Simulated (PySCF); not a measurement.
PySCF 2.14 output of an unrestricted TPSS calculation on a single atom or ion in def2-TZVP with the def2 core potential (60 electrons) (6s4p3d1f, 40 functions), with scalar relativity through the core potential:

```
SCF conv_tol = 1e-09
number electrons alpha = 10  beta = 7
    J. Tao, J. P. Perdew, V. N. Staroverov, and G. E. Scuseria.,  Phys. Rev. Lett. 91, 146401 (2003)
    J. P. Perdew, J. Tao, V. N. Staroverov, and G. E. Scuseria.,  J. Chem. Phys. 120, 6898 (2004)
    J. Tao, J. P. Perdew, V. N. Staroverov, and G. E. Scuseria.,  Phys. Rev. Lett. 91, 146401 (2003)
    J. P. Perdew, J. Tao, V. N. Staroverov, and G. E. Scuseria.,  J. Chem. Phys. 120, 6898 (2004)
cycle= 1 E= -104.218865440561  delta_E= -0.0128  |g|= 0.0254  |ddm|= 0.569
cycle= 2 E= -104.218794428407  delta_E= 7.1e-05  |g|= 0.028  |ddm|= 0.0896
cycle= 3 E= -104.219118133234  delta_E= -0.000324  |g|= 0.00099  |ddm|= 0.0423
cycle= 4 E= -104.219118557144  delta_E= -4.24e-07  |g|= 1.52e-05  |ddm|= 0.00187
cycle= 5 E= -104.219118557429  delta_E= -2.85e-10  |g|= 4.03e-06  |ddm|= 5.78e-05
converged SCF energy = -104.219118557429  <S^2> = 3.7557101  2S+1 = 4.002854
```

The run itself started from symmetry-adapted Hartree-Fock orbitals and held the occupation by maximum overlap, on a logarithmic radial grid, so the iterations belong to that start.

Task: Which element, charge and spin multiplicity is this?

Result: Ir (iridium, neutral), multiplicity 4; the state was [Xe] 4f14 5d7 6s2, high-spin 4F determinant.

Energies and moments cover only the electrons outside the core potential. Spin-orbit coupling, absent here, splits the open shell strongly.
